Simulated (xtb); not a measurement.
Pb(H)(OH) (H2OPb), SMILES [OH][PbH] (connectivity only; charge and spin as stated), neutral, multiplicity 1. All values are semi-empirical tight-binding results from xtb (GFN2-xTB unless named), good for trends rather than for accurate numbers. Geometry optimised at GFN2-xTB.

For metal compounds this method's bond lengths and energies can be far off.

The point group as xtb finds it is Cs. The orbital gap comes out as 3.34 eV. The zero-point energy is 10.4 kcal/mol and the G − E(el) at 298.15 K (modified RRHO) is -6.4 kcal/mol.
